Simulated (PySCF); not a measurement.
**A series of related molecules**

Computed, not measured: TDDFT CAM-B3LYP/aug-cc-pVDZ excited states, vertical, gas phase (PySCF). Geometry: PBE0-D3(BJ)/def2-SVP.

Each molecule in one low-energy conformer.

The calculation is non-relativistic, which matters for the atoms heavier than Zn.

(1) How does the largest two-photon cross section among the few lowest singlets (linear parallel light, single beam, Lorentzian half width 0.1 eV, states within 0.08 eV summed) change along this series?
- c1cncc2cccc-2c1 (CH replaced by N)
- c1cc2ccnccc-2c1 (CH replaced by N)
- Brc1ccc2cccccc1-2 (H replaced by Br)
- c1ccc2cccc-2nc1 (CH replaced by N)

## Answers

(1) 
| molecule | S1 (eV) | f(S1) | largest σ (GM) | at photon λ (nm) |
| --- | --- | --- | --- | --- |
| c1cncc2cccc-2c1 | 2.58 | 0.006 | 10.7 | 488 |
| c1cc2ccnccc-2c1 | 2.22 | 0.012 | 0.8 | 483 |
| Brc1ccc2cccccc1-2 | 2.27 | 0.008 | 8.7 | 511 |
| c1ccc2cccc-2nc1 | 2.20 | 0.008 | 1.7 | 529 |

The largest two-photon cross section among the few lowest singlets (linear parallel light, single beam, Lorentzian half width 0.1 eV, states within 0.08 eV summed) is lowest for c1cc2ccnccc-2c1 and highest for c1cncc2cccc-2c1.
